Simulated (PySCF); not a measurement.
C₄H₉O₂Si (SMILES C=C[Si](OC)OC), doublet, at a GFN2-xTB geometry; DF-BLYP/def2-SVP (PySCF).

The PySCF input:
```python
from pyscf import gto, scf, dft

mol = gto.M(
    atom='''
C    -2.639765   -0.718906   -0.360729
C    -1.401154   -1.136090   -0.076516
Si   -0.028848   -0.055903    0.567484
O     1.465022   -0.421229   -0.002092
C     2.072507   -1.666935   -0.136606
O    -0.185854    1.545673    0.418576
C     0.273002    2.389398   -0.610264
H    -2.889013    0.328232   -0.379911
H    -3.432627   -1.405068   -0.611172
H    -1.227160   -2.206547   -0.039358
H     2.156730   -2.166473    0.832109
H     3.071558   -1.509242   -0.545512
H     1.504797   -2.310045   -0.813671
H     0.288661    3.406775   -0.218578
H     1.275580    2.105418   -0.930995
H    -0.405530    2.339240   -1.464878
''',
    basis='def2-svp',
    charge=0,
    spin=1,
    verbose=4,
)

mf = dft.UKS(mol)
mf.xc = 'blyp'
mf = mf.density_fit(auxbasis='def2-universal-jkfit')
mf.kernel()
```

Task: Predict the main parts of the log of this PySCF run.

Result: 
```
PySCF version 2.14.0

[INPUT] verbose = 4
[INPUT] num. atoms = 16
[INPUT] num. electrons = 63
[INPUT] charge = 0
[INPUT] spin (= nelec alpha-beta = 2S) = 1
[INPUT] symmetry False subgroup None
[INPUT] Mole.unit = angstrom
[INPUT] Symbol           X                Y                Z      unit          X                Y                Z       unit  Magmom
[INPUT]  1 C     -2.639765000000  -0.718906000000  -0.360729000000 AA   -4.988432883212  -1.358535449307  -0.681679015188 Bohr   0.0
[INPUT]  2 C     -1.401154000000  -1.136090000000  -0.076516000000 AA   -2.647797318339  -2.146898952857  -0.144594284147 Bohr   0.0
[INPUT]  3 Si    -0.028848000000  -0.055903000000   0.567484000000 AA   -0.054514819241  -0.105641359542   1.072389340073 Bohr   0.0
[INPUT]  4 O      1.465022000000  -0.421229000000  -0.002092000000 AA    2.768490346463  -0.796007445724  -0.003953307053 Bohr   0.0
[INPUT]  5 C      2.072507000000  -1.666935000000  -0.136606000000 AA    3.916470621244  -3.150050617452  -0.258147926972 Bohr   0.0
[INPUT]  6 O     -0.185854000000   1.545673000000   0.418576000000 AA   -0.351213159155   2.920898648135   0.790994002316 Bohr   0.0
[INPUT]  7 C      0.273002000000   2.389398000000  -0.610264000000 AA    0.515899011459   4.515307822584  -1.153231823682 Bohr   0.0
[INPUT]  8 H     -2.889013000000   0.328232000000  -0.379911000000 AA   -5.459443340308   0.620268585318  -0.717927741710 Bohr   0.0
[INPUT]  9 H     -3.432627000000  -1.405068000000  -0.611172000000 AA   -6.486724917787  -2.655193706390  -1.154947695003 Bohr   0.0
[INPUT] 10 H     -1.227160000000  -2.206547000000  -0.039358000000 AA   -2.318996311021  -4.169769510981  -0.074375840811 Bohr   0.0
[INPUT] 11 H      2.156730000000  -2.166473000000   0.832109000000 AA    4.075629024633  -4.094040626265   1.572458115786 Bohr   0.0
[INPUT] 12 H      3.071558000000  -1.509242000000  -0.545512000000 AA    5.804403395717  -2.852054035691  -1.030868277664 Bohr   0.0
[INPUT] 13 H      1.504797000000  -2.310045000000  -0.813671000000 AA    2.843654203067  -4.365352385421  -1.537615345501 Bohr   0.0
[INPUT] 14 H      0.288661000000   3.406775000000  -0.218578000000 AA    0.545490232843   6.437871718015  -0.413052556855 Bohr   0.0
[INPUT] 15 H      1.275580000000   2.105418000000  -0.930995000000 AA    2.410496849973   3.978663397730  -1.759325573339 Bohr   0.0
[INPUT] 16 H     -0.405530000000   2.339240000000  -1.464878000000 AA   -0.766340635295   4.420522939628  -2.768218225901 Bohr   0.0

nuclear repulsion = 376.306591727617
number of shells = 71
number of NR pGTOs = 243
number of NR cGTOs = 147
basis = def2-svp
ecp = {}

******** <class 'pyscf.df.df_jk.DFUKS'> ********
method = DFUKS
initial guess = minao
damping factor = 0
level_shift factor = 0
DIIS = <class 'pyscf.scf.diis.CDIIS'>
diis_start_cycle = 1
diis_space = 8
diis_damp = 0
SCF conv_tol = 1e-09
SCF conv_tol_grad = None
SCF max_cycles = 50
direct_scf = False
number electrons alpha = 32  beta = 31
XC library pyscf.dft.libxc version 7.1.2
    S. Lehtola, C. Steigemann, M. J. T. Oliveira, and M. A. L. Marques,  SoftwareX 7, 1–5 (2018)
XC functionals = blyp
    A. D. Becke,  Phys. Rev. A 38, 3098 (1988)
    C. Lee, W. Yang, and R. G. Parr,  Phys. Rev. B 37, 785 (1988)
    B. Miehlich, A. Savin, H. Stoll, and H. Preuss,  Chem. Phys. Lett. 157, 200 (1989)
radial grids:
    Treutler-Ahlrichs [JCP 102, 346 (1995); DOI:10.1063/1.469408] (M4) radial grids

becke partition: Becke, JCP 88, 2547 (1988); DOI:10.1063/1.454033
pruning grids: <function nwchem_prune>
grids dens level: 3
symmetrized grids: False
atomic radii adjust function: <function treutler_atomic_radii_adjust>
small_rho_cutoff = 0
Set gradient conv threshold to 3.16228e-05
tot grids = 192088
init E= -597.844959822319

cycle= 1 E= -597.052930326533  delta_E= 0.792  |g|= 0.787  |ddm|= 2.99
cycle= 2 E= -596.11604986059  delta_E= 0.937  |g|= 1.68  |ddm|= 2.76
cycle= 3 E= -597.290896783776  delta_E= -1.17  |g|= 0.21  |ddm|= 2.17
cycle= 4 E= -597.30862681269  delta_E= -0.0177  |g|= 0.11  |ddm|= 0.368
cycle= 5 E= -597.31491066879  delta_E= -0.00628  |g|= 0.0281  |ddm|= 0.149
cycle= 6 E= -597.315195354208  delta_E= -0.000285  |g|= 0.0143  |ddm|= 0.0382
cycle= 7 E= -597.315282640141  delta_E= -8.73e-05  |g|= 0.00342  |ddm|= 0.018
cycle= 8 E= -597.31528941482  delta_E= -6.77e-06  |g|= 0.00154  |ddm|= 0.00791
cycle= 9 E= -597.315290560705  delta_E= -1.15e-06  |g|= 0.000777  |ddm|= 0.00221
cycle= 10 E= -597.315290878583  delta_E= -3.18e-07  |g|= 0.000147  |ddm|= 0.000873
cycle= 11 E= -597.315290893657  delta_E= -1.51e-08  |g|= 6.98e-05  |ddm|= 0.000242
cycle= 12 E= -597.315290896591  delta_E= -2.93e-09  |g|= 5.49e-05  |ddm|= 0.000131
cycle= 13 E= -597.315290898606  delta_E= -2.02e-09  |g|= 1.59e-05  |ddm|= 8.42e-05
cycle= 14 E= -597.315290898825  delta_E= -2.18e-10  |g|= 1.19e-05  |ddm|= 3.9e-05
Extra cycle  E= -597.315290898653  delta_E= 1.72e-10  |g|= 2.36e-05  |ddm|= 3.93e-05
converged SCF energy = -597.315290898653  <S^2> = 0.75276122  2S+1 = 2.0027593
```
